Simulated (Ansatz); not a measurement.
Consider the ligand exchange at the In–C bond: `[OH][InH][CH2][SiH3]` + CH₃NH₂ → `C[NH][InH][OH]` + `C[SiH3]`.

Computed with Ansatz on PBE0-D4/def2-TZVP structures; ΔE is electronic, products minus reactants. CBS: MP2 limit from def2 TZ/QZ plus the TZ coupled-cluster correction, frozen cores. This one scheme is used for every species. DFT in def2-TZVPP. B3LYP here is the variant with VWN-RPA as its local correlation; programs differ in this. Elements past krypton have def2 core potentials. For In outer-core shells are correlated without core-valence functions, which leaves a few kJ/mol of doubt a bond. Each species was taken in one conformer, which may not be the lowest.

| level | ΔE (kcal/mol) | difference from CCSD(T)/CBS |
| --- | --- | --- |
| PBE0-D4 | -3.2 | 0.8 |
| ωB97X-V | -4.5 | -0.5 |
| B2PLYP | -5.0 | -1.0 |
| PBE0 | -3.5 | 0.5 |
| B3LYP | -5.1 | -1.1 |
| SCS-MP2/def2-TZVPP | -4.3 | -0.3 |
| HF/def2-QZVPP | -5.2 | -1.2 |
| MP2/def2-QZVPP | -3.9 | 0.1 |
| HF/CBS(def2) | -5.2 | -1.2 |
| MP2/CBS(def2) | -3.9 | 0.1 |
| CCSD(T)/CBS | -4.0 | 0 |

Largest T1 diagnostic among the species: 0.016.

In def2-TZVPP, CCSD(T) changes the Hartree–Fock value by +1.3 kcal/mol (the triples alone add +0.1 kcal/mol) and MP2 by +1.4 kcal/mol.
